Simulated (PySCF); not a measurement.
Correlation energy of Sc⁺ (scandium, charge +1)

[Ar] 3d1 4p1, one real determinant (an excited configuration). Calculation: PySCF 2.14, in x2c-TZVPPall with one added diffuse shell each of s, p, d, f type (7s6p5d3f1g, 80 functions); scalar relativity by spin-free X2C-1e. Frozen: [Ar]; 2 electrons correlated.

With two correlated electrons CCSD is exact within the correlated space (frozen core and kept virtual orbitals).

| level | correlation energy (mhartree) |
| --- | --- |
| CCSD | -3.13 |

Diagnostics: T1 = 0.0072, D1 = 0.0108, largest double amplitude 0.123.

The real determinant used has ⟨L²⟩ near 8 against 12 for a pure F term, so it mixes terms.

Cost of the coupled-cluster step: of the order of 5 core-seconds, for 2 correlated electrons.

Iterations:

```
CC2 = 0
CCSD nocc = (np.int64(2), np.int64(0)), nmo = (71, 71)
frozen orbitals [[0, 1, 2, 3, 4, 5, 6, 7, 8], [0, 1, 2, 3, 4, 5, 6, 7, 8]]
max_cycle = 100
direct = 0
conv_tol = 1e-08
conv_tol_normt = 1e-06
diis_space = 8
diis_start_cycle = 0
Init t2, MP2 energy = -0.00188893214227913
Init E_corr(UCCSD) = -0.00188893215368266
cycle = 1  E_corr(UCCSD) = -0.00248826650604044  dE = -0.000599334352  norm(t1,t2) = 0.0136123
cycle = 2  E_corr(UCCSD) = -0.00271611902549999  dE = -0.000227852519  norm(t1,t2) = 0.00714653
cycle = 3  E_corr(UCCSD) = -0.00293861986687091  dE = -0.000222500841  norm(t1,t2) = 0.00430348
cycle = 4  E_corr(UCCSD) = -0.00293837552277861  dE = 2.44344092e-07  norm(t1,t2) = 0.00167829
cycle = 5  E_corr(UCCSD) = -0.00294816416283313  dE = -9.78864005e-06  norm(t1,t2) = 0.00136992
cycle = 6  E_corr(UCCSD) = -0.00295243908264966  dE = -4.27491982e-06  norm(t1,t2) = 0.00129266
cycle = 7  E_corr(UCCSD) = -0.00296811504702301  dE = -1.56759644e-05  norm(t1,t2) = 0.00126449
cycle = 8  E_corr(UCCSD) = -0.00302286092447908  dE = -5.47458775e-05  norm(t1,t2) = 0.00117908
cycle = 9  E_corr(UCCSD) = -0.00306241197348579  dE = -3.9551049e-05  norm(t1,t2) = 0.000842506
cycle = 10  E_corr(UCCSD) = -0.00307760506817792  dE = -1.51930947e-05  norm(t1,t2) = 0.0014288
cycle = 11  E_corr(UCCSD) = -0.00311717960305757  dE = -3.95745349e-05  norm(t1,t2) = 0.000586064
cycle = 12  E_corr(UCCSD) = -0.00312747188613937  dE = -1.02922831e-05  norm(t1,t2) = 0.000248599
cycle = 13  E_corr(UCCSD) = -0.00312824385221943  dE = -7.7196608e-07  norm(t1,t2) = 8.94145e-05
cycle = 14  E_corr(UCCSD) = -0.00312887529362618  dE = -6.31441407e-07  norm(t1,t2) = 3.7297e-05
cycle = 15  E_corr(UCCSD) = -0.00312857233536405  dE = 3.02958262e-07  norm(t1,t2) = 9.1197e-06
cycle = 16  E_corr(UCCSD) = -0.00312861389578916  dE = -4.15604251e-08  norm(t1,t2) = 2.63336e-06
cycle = 17  E_corr(UCCSD) = -0.00312862050480477  dE = -6.60901561e-09  norm(t1,t2) = 1.86726e-06
cycle = 18  E_corr(UCCSD) = -0.00312867015929019  dE = -4.96544854e-08  norm(t1,t2) = 2.30014e-06
cycle = 19  E_corr(UCCSD) = -0.00312868587168016  dE = -1.571239e-08  norm(t1,t2) = 1.10654e-06
cycle = 20  E_corr(UCCSD) = -0.00312868580991996  dE = 6.17602011e-11  norm(t1,t2) = 1.55771e-06
cycle = 21  E_corr(UCCSD) = -0.00312865542681621  dE = 3.03831038e-08  norm(t1,t2) = 9.48185e-07
cycle = 22  E_corr(UCCSD) = -0.00312864110675262  dE = 1.43200636e-08  norm(t1,t2) = 4.03546e-07
cycle = 23  E_corr(UCCSD) = -0.00312864122833515  dE = -1.2158253e-10  norm(t1,t2) = 3.61326e-07
UCCSD converged
E(UCCSD) = -762.9627426339264  E_corr = -0.003128641228335154
```

The reference is one real determinant that mixes LS terms of this configuration.
